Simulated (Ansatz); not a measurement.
One change: `C[O][SnH2][O]C` becomes `C[O][SnH3]`.

Ansatz, PBE0-D4/def2-TZVP geometries, multiplicity 1. Each molecule was computed in one conformer, which needn't be the lowest.

Elements past krypton have def2 core potentials.

```json
{"property": "HOMO energy (ωB97M-V/def2-TZVPP) / eV", "`C[O][SnH2][O]C`": "-10.05"}
{"property": "LUMO energy (ωB97M-V/def2-TZVPP) / eV", "`C[O][SnH2][O]C`": "1.32"}
{"property": "LUMO energy (PBE/def2-TZVPP) / eV", "`C[O][SnH2][O]C`": "-1.16"}
{"property": "zero-point energy (PBE0-D4/def2-TZVP) / kJ/mol", "`C[O][SnH2][O]C`": "253.4"}
{"property": "HOMO–LUMO gap (PBE/def2-TZVPP) / eV", "`C[O][SnH2][O]C`": "4.95"}
{"property": "HOMO–LUMO gap (PBE0/def2-TZVPP) / eV", "`C[O][SnH2][O]C`": "7.48"}
```

Q: Give the same properties after the change, and the shifts. (An estimate is asked.)

A: Computed: 
```csv
property,`C[O][SnH3]`,shift
HOMO energy (ωB97M-V/def2-TZVPP) / eV,-9.88,0.17
LUMO energy (ωB97M-V/def2-TZVPP) / eV,1.07,-0.25
LUMO energy (PBE/def2-TZVPP) / eV,-1.19,-0.03
zero-point energy (PBE0-D4/def2-TZVP) / kJ/mol,161.3,-92.1
HOMO–LUMO gap (PBE/def2-TZVPP) / eV,4.76,-0.19
HOMO–LUMO gap (PBE0/def2-TZVPP) / eV,7.10,-0.38
```

With PBE0 the HOMO rises by 0.15 eV and the LUMO falls by 0.23 eV, so the gap narrows by about 0.38 eV. PBE moves the HOMO by 0.15 eV and ωB97M-V by 0.17 eV. The zero-point energy changes by -92.1 kJ/mol with -12 modes.

Positive LUMOs are unbound, so they and the gaps depend on the basis.
